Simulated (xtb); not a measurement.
Input for xtb: GFN2-xTB on MgO, 2S+1 = 1, a spin state set in the input, which need not be the lowest, a point of a bond scan (R = 1.740 Å).

```
$ xtb mol.xyz --gfn 2 --sp --chrg 0 --uhf 0
2

O      0.00000000     0.00000000     0.00000000
Mg     0.00000000     0.00000000     1.73968800
```

The head of its log:

```
[...]
           -------------------------------------------------
          |                Calculation Setup                |
           -------------------------------------------------



           -------------------------------------------------
          |                 G F N 2 - x T B                 |
           -------------------------------------------------

        Reference                      10.1021/acs.jctc.8b01176
      * Hamiltonian:
        H0-scaling (s, p, d)           1.850000    2.230000    2.230000
        zeta-weighting                 0.500000
      * Dispersion:
        s8                             2.700000
        a1                             0.520000
        a2                             5.000000
        s9                             5.000000
      * Repulsion:
        kExp                           1.500000    1.000000
        rExp                           1.000000
      * Coulomb:
        alpha                          2.000000
        third order                    shell-resolved
        anisotropic                    true
        a3                             3.000000
        a5                             4.000000
        cn-shift                       1.200000
        cn-exp                         4.000000
        max-rad                        5.000000


          ...................................................
          :                      SETUP                      :
          :.................................................:
          :  # basis functions                  14          :
          :  # atomic orbitals                  13          :
          :  # shells                            5          :
          :  # electrons                         8          :
          :  max. iterations                   250          :
          :  Hamiltonian                  GFN2-xTB          :
          :  restarted?                      false          :
          :  GBSA solvation                  false          :
          :  PC potential                    false          :
          :  electronic temp.          300.0000000     K    :
          :  accuracy                    1.0000000          :
          :  -> integral cutoff          0.2500000E+02      :
          :  -> integral neglect         0.1000000E-07      :
          :  -> SCF convergence          0.1000000E-05 Eh   :
          :  -> wf. convergence          0.1000000E-03 e    :
          :  Broyden damping             0.4000000          :
          :  net charge                          0          :
          :  unpaired electrons                  0          :
          ...................................................

 iter      E             dE          RMSdq      gap      omega  full diag
   1     -2.9792208 -0.297922E+01  0.230E+01    1.73       0.0  T
   2     -3.6072249 -0.628004E+00  0.186E+01   12.65       1.0  T
```

Q: Predict the final total energy.

A: -4.5480 hartree.
